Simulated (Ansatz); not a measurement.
Correlation energies of CH6BNO by basis set

Cartesian coordinates in Å:
```
B -0.4463 -0.8615 -0.0550
C -0.0610 0.6562 -0.0251
N 1.2540 0.8992 0.5547
O -1.7412 -1.1944 -0.2729
H -0.1793 1.0300 -1.0608
H 0.3794 -1.7320 0.0742
H -0.8199 1.1944 0.5557
H 1.5549 1.8531 0.4048
H 1.9484 0.2967 0.1324
H -1.8890 -2.1417 -0.3081
```

The species carries charge 0 and has multiplicity 1. The bonds changed during the relaxation, so this is another structure than the one it started from. The structure was optimised at the PBE0-D4/def2-TZVP level. It is one conformer, not always the lowest. Frozen core, restricted reference, the Gaussian-basis code of Ansatz. CBS rows extrapolate triple and quadruple zeta; past MP2 they add the triple-zeta difference.

```tsv
basis	HF (Eh)	MP2 corr.	CCSD corr.	(T)	CCSD(T) total
def2-SVP	-195.25066	-0.58444	-0.62521	-0.01576	-195.89163
def2-TZVPP	-195.48149	-0.73081	-0.76204	-0.02788	-196.27141
def2-QZVPP	-195.49123	-0.78346	–	–	–
CBS(def2)	-195.49257	-0.82247	-0.85370	as TZ	-196.37415
```
